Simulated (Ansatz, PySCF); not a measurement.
Process, species as SMILES: F[SiH3] [fluorosilane] -> [SiH3] (SiH3) + F atom (the F-Si bond at the site shown breaks; other sites are not compared here)
Structures are relaxed separately at B3LYP-D3(BJ)/def2-TZVP in Ansatz (a quantum-chemistry and plane-wave program). Frequencies are from Ansatz or PySCF.

Quantity: bond dissociation energy (0 K, with B3LYP-D3(BJ) harmonic zero-point energies), in kcal/mol. Valence correlation only, unless marked. Open shells are spin-unrestricted. Spin-orbit coupling is left out. Non-relativistic. FCI takes restricted orbitals. CBS(X,Y): correlation extrapolated as X^-3; Hartree-Fock from the larger set. [CCSD(T)-MP2]/basis is that difference in the basis named.

```tsv
level	program	bond dissociation energy (kcal/mol)
HF/6-31G	Ansatz	77.6
HF/cc-pV(Q+d)Z	Ansatz	111.8
revPBE-D3(BJ)/def2-TZVPD	Ansatz + dftd3	140.9
PBE0/STO-3G	Ansatz	118.5
HSE06-D4/def2-TZVPD	Ansatz + dftd4	142.8
wB97X/def2-TZVPD	Ansatz	148.2
MP2/CBS(def2-TZVPPD,def2-QZVPPD)	Ansatz	158.6
RI-MP2/CBS(def2-TZVPP,def2-QZVPP)	Ansatz	158.9
SCS-MP2/aug-cc-pV(T+d)Z	Ansatz	152.2
CCSD/6-31G	Ansatz	103.5
CCSD/aug-cc-pV(D+d)Z	Ansatz	137.2
CCSD/def2-SVP	Ansatz	134.1
CCSD/cc-pV(Q+d)Z	Ansatz	146.6
CCSD(T)/def2-SVP	Ansatz	135.0
CCSD(T)/cc-pV(T+d)Z	Ansatz	145.0
CCSD(T)/cc-pVTZ	Ansatz	143.3
CCSD(T)/def2-QZVPP	Ansatz	148.8
CCSD(T)/def2-QZVPPD	Ansatz	148.8
FCI/STO-3G	Ansatz	92.5
RI-MP2/CBS(aug-cc-pV(T+d)Z,aug-cc-pV(Q+d)Z)+[CCSD(T)-MP2]/aug-cc-pV(T+d)Z	Ansatz	151.1
CCSD(T)/CBS(def2-TZVPPD,def2-QZVPPD)	Ansatz	150.5
```
